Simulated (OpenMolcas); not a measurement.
# Gd3+: effect of the metal basis and ligand basis

Gd3+ with 6 ligands (fluoride) in octahedral coordination (Oh) at 2.25 Å. A charge of +0.5 e stands 2.4 Å behind each ligand.

```json
{"Program": "OpenMolcas 26.06", "Method": "CASSCF", "Spin-orbit coupling": "RASSI with atomic mean-field integrals over the reference wave functions"}
```

Fixed: active space 7 electrons in 7 orbitals (4f), DKH2 Hamiltonian.

States (labels of O, the rotations of Oh). Energies in cm-1 above the lowest state or level, χT in cm3 K/mol.

```json
{"Run": "A", "Metal basis": "ANO-RCC-VDZP", "Ligand basis": "ANO-RCC-VDZP", "Ground state": "8A1", "χT at 300 K": "7.851", "Cost": "roughly 70 core-seconds"}
{"Run": "B", "Metal basis": "ANO-RCC-VTZP", "Ligand basis": "ANO-RCC-VTZP", "Ground state": "8A1", "χT at 300 K": "7.852", "Cost": "roughly 4 core-minutes"}
```

Costs are those of the RASSCF and RASSI steps.

No quartet enters the spin-orbit mixing, so the splitting and order within the octet and the sextets are unsound, and g values and χT are rough. No measured value stands beside these numbers; the geometry was imposed, not optimised, and the real ion may take another.
